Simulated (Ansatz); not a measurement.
Relaxation of FGeH4O (7 atoms, charge 0, multiplicity 2), to a largest force component of 0.03 eV/Å in at most 50 steps.

Computed with UKS B3LYP-D4/def2-SVP (Ansatz 0.2.0).

```xyz
7
Properties=species:S:1:pos:R:3
Ge 0.406 0.098 -0.157
F -0.930 -0.195 2.387
H 1.269 -0.022 -1.444
H -0.627 1.262 -0.282
O -0.431 -1.488 -0.067
H -1.059 -1.467 0.670
H -0.019 -0.279 2.535
```

Where does it end, and by what steps?

It converged. After 26 steps the energy has fallen by 0.290 eV; F2 moved furthest, 1.43 Å.

```
step  energy less start (eV)  largest force component (eV/Å)  accepted
   0                  0.0000                           0.302       yes
   1                 -0.0205                           0.790       yes
   2                 -0.0329                           0.478       yes
   3                 -0.0395                           0.419       yes
   4                 -0.0418                           0.630       yes
   5                 -0.0441                           0.450       yes
   6                 -0.0512                           0.520       yes
   7                 -0.0684                           0.297       yes
   8                 -0.0778                           0.374       yes
   9                 -0.0851                           0.355       yes
  10                 -0.0981                           0.437       yes
  11                 -0.1115                           0.480       yes
  12                 -0.1127                           0.971       yes
  13                 -0.1564                           0.440       yes
  14                 -0.1449                           0.641        no
  15                 -0.1769                           0.096       yes
  16                 -0.1854                           0.111       yes
  17                 -0.1919                           0.672       yes
  18                 -0.2063                           0.358       yes
  19                 -0.2205                           0.415       yes
  20                 -0.2263                           0.889       yes
  21                 -0.2473                           0.634       yes
  22                 -0.2723                           0.605       yes
  23                 -0.2859                           0.157       yes
  24                 -0.2891                           0.048       yes
  25                 -0.2894                           0.038       yes
  26                 -0.2902                           0.026       yes
```

```xyz
7
Properties=species:S:1:pos:R:3
Ge 0.046 0.523 -0.137
F 0.399 -0.615 2.693
H 1.513 0.036 -0.253
H -0.583 0.818 -1.542
O -0.823 -0.963 0.491
H -1.783 -0.926 0.379
H -0.159 -0.961 2.010
```

Whether the end is a true minimum wasn't checked by a vibrational analysis.

Time of the run: 64 s on 2 threads of Arm Neoverse V1, with other jobs on the host, peak memory 0.21 GiB.
